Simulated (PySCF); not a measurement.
First SCF of a structure search on triplet CuCl₃, at a hand-made T-shaped geometry. PySCF input:

```python
from pyscf import gto, scf, dft
mol = gto.M(atom='''
Cu     0.000000     0.000000     0.000000
Cl     0.000000     0.000000     2.110000
Cl     2.108700     0.000000     0.073600
Cl    -2.108700     0.000000     0.073600''',
    basis={'Cu': 'def2-SVP', 'Cl': 'def2-SVP'},
    charge=0, spin=2)
mf = dft.UKS(mol, xc='PBE')
mf.grids.atom_grid = (50, 194)
aux = {'Cu': 'def2-universal-JKFIT', 'Cl': 'def2-universal-JKFIT'}
mf = mf.density_fit(auxbasis=aux)
mf.conv_tol = 1e-08
mf.diis_space = 10
mf.max_cycle = 60
mf.init_guess = 'minao'
mf.verbose = 4
mf.kernel()
```

Excerpt of the output (cycles alone):

```
init E= -3019.50198895737
cycle= 1 E= -3015.55273218815  delta_E= 3.95  |g|= 3.41  |ddm|= 2.21
cycle= 2 E= -3007.83246866072  delta_E= 7.72  |g|= 4.14  |ddm|= 9.25
cycle= 3 E= -3018.8222928336  delta_E=  -11  |g|= 1.11  |ddm|= 9.24
cycle= 4 E= -3018.83501110687  delta_E= -0.0127  |g|= 1.11  |ddm|= 2.79
cycle= 5 E= -3019.06353971402  delta_E= -0.229  |g|= 0.959  |ddm|= 1.89
cycle= 6 E= -3019.61534132512  delta_E= -0.552  |g|= 0.362  |ddm|= 1.65
cycle= 7 E= -3019.65829304867  delta_E= -0.043  |g|= 0.145  |ddm|= 0.272
cycle= 8 E= -3019.66325270568  delta_E= -0.00496  |g|= 0.103  |ddm|= 0.212
cycle= 9 E= -3019.66789937503  delta_E= -0.00465  |g|= 0.031  |ddm|= 0.191
cycle= 10 E= -3019.66858971605  delta_E= -0.00069  |g|= 0.00469  |ddm|= 0.0644
cycle= 11 E= -3019.66860350846  delta_E= -1.38e-05  |g|= 0.00129  |ddm|= 0.00601
cycle= 12 E= -3019.66860476968  delta_E= -1.26e-06  |g|= 0.000222  |ddm|= 0.00216
cycle= 13 E= -3019.66860479885  delta_E= -2.92e-08  |g|= 5.81e-05  |ddm|= 0.000347
cycle= 14 E= -3019.66860480021  delta_E= -1.36e-09  |g|= 2.8e-05  |ddm|= 8.46e-05
Extra cycle  E= -3019.6686047883  delta_E= 1.19e-08  |g|= 0.000154  |ddm|= 0.000249
converged SCF energy = -3019.6686047883  <S^2> = 2.0017279  2S+1 = 3.0011517
```

No lower solution of this spin was found from smeared starts or by a stability analysis within the unrestricted form.

Open d and f shells are described by one determinant, and the ground state may have another occupation or spin.

The search for the lowest solution, 3 starts and the stability check together, took of the order of 100 core-seconds on a shared host.
